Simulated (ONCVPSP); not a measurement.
Sr (Z = 38): what ONCVPSP 4.0.1 does with a changed input

Command:

```bash
oncvpsp.x < Sr.dat > Sr.out
```

Input:

```
# ATOM AND REFERENCE CONFIGURATION
# atsym  z   nc   nv     iexc    psfile
  Sr 38.00    8    1        4      upf
#
#   n    l    f
    1    0    2.00
    2    0    2.00
    2    1    6.00
    3    0    2.00
    3    1    6.00
    3    2   10.00
    4    0    2.00
    4    1    6.00
    5    0    2.00
#
# PSEUDOPOTENTIAL AND OPTIMIZATION
# lmax
    3
#
#   l,   rc,      ep,       ncon, nbas, qcut
    0    3.95    0.00    5    8    1.80
    1    3.70    0.19    4    9    2.70
    2    3.00    0.26    4    7    2.80
    3    3.00    0.03    4    8    4.10
#
# LOCAL POTENTIAL
# lloc, lpopt,  rc(5),   dvloc0
    3    5    3.00    0.00
#
# VANDERBILT-KLEINMAN-BYLANDER PROJECTORs
# l, nproj, debl
    0    2    2.40
    1    2    3.60
    2    2    1.60
    3    0    3.50
#
# MODEL CORE CHARGE
# icmod, fcfact, rcfact
    5    0.00    0.00
#
# LOG DERIVATIVE ANALYSIS
# epsh1, epsh2, depsh
   -2.00    5.00    0.02
#
# OUTPUT GRID
# rlmax, drl
    6.00    0.01
#
# TEST CONFIGURATIONS
# ncnf
    4
# nvcnf
#   n    l    f
    1
    5    0    1.00
#
    1
    5    0    1.50
#
    2
    5    0    1.00
    5    1    1.00
#
    2
    5    0    1.00
    4    2    1.00
#
```

This is an input that runs to its end, with one change: model core set to icmod 5, fcfact 0.00, rcfact 0.00. The unchanged file is no sound one. Note: ghosts flagged at negative energy: d at -1339.7 eV; GHOST(+) flagged for s at 32.1 eV, p at 91.7 eV. A true bound ghost makes a file unfit for plane-wave use.

**Question.** How does the run end?

**Answer.** The program refuses the input: "test_data: must have 0<= icmod <=4".

```
ONCVPSP  (Optimized Norm-Conservinng Vanderbilt PSeudopotential)
scalar-relativistic version 4.0.1

test_data: must have 0<= icmod <=4
ERROR: test_data found   1 ERROR; stopping
```
